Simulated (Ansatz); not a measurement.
`F[CH2][AlH][Br]` + H₂ → `F[CH2][AlH2]` + HBr at 700 K and 1 bar (hydrogenolysis of the Al–Br bond).

Gas-phase electronic energies from Ansatz, PBE0-D4/def2-TZVP geometries. CCSD(T)/CBS adds triple-zeta CCSD(T) − MP2 to the extrapolated MP2 energy (def2 sets, frozen cores). This one scheme is used for every species. For Br outer-core shells are correlated without core-valence functions, which leaves a few kJ/mol of doubt a bond. Scalar relativity is left out up to krypton. One conformer a species, not always the lowest.

```tsv
species	CCSD(T)/CBS energy (Eh)	H − E (kJ/mol)	S (J/(mol·K))
`F[CH2][AlH][Br]`	-2955.02561	156.7	427.0
H₂	-1.17544	46.8	155.3
`F[CH2][AlH2]`	-382.22364	163.2	371.5
HBr	-2573.91920	36.5	223.7
```

H − E and S are ideal-gas, rigid-rotor, harmonic terms from PBE0-D4/def2-TZVP, for one conformer and one mirror image of each species. The MP2-based limit puts H₂ 0.8 mEh under its directly extrapolated value; such offsets cancel only in part. 1 Eh = 2625.50 kJ/mol, R = 8.31446 J/(mol·K).

Problem. By hand: ΔE, ΔH, ΔS and ΔG.

Solution. ΔE = (-382.22364) + (-2573.91920) − (-2955.02561) − (-1.17544) = 0.05821 Eh = 152.8 kJ/mol. Δ(H − E) = 163.2 + 36.5 − 156.7 − 46.8 = -3.8, so ΔH = 149.0 kJ/mol. ΔS = 371.5 + 223.7 − 427.0 − 155.3 = 12.9 J/(mol·K). ΔG = 149.0 − 700 × (12.9)/1000 = 140.0 kJ/mol.

Problem. By hand: the equilibrium constant, and the temperature at which ΔG would vanish if ΔH and ΔS stayed fixed.

Solution. log₁₀ K = −ΔG/(RT ln 10) = -10.4. ΔG = 0 at ΔH/ΔS = 11550 K, far beyond where these terms or the molecules hold.

The number of gas molecules stays the same, so ΔS is small and ΔH decides. A doubt of 5 kJ/mol in ΔE shifts log₁₀ K by 0.4 here. Other conformers and mirror images would add mixing entropy, several J/(mol·K) or more a flexible species. These are equilibria of isolated gas molecules and say nothing of rates. Largest T1 diagnostic: 0.011 (customary marks: 0.02 for closed shells, 0.045 for open ones).
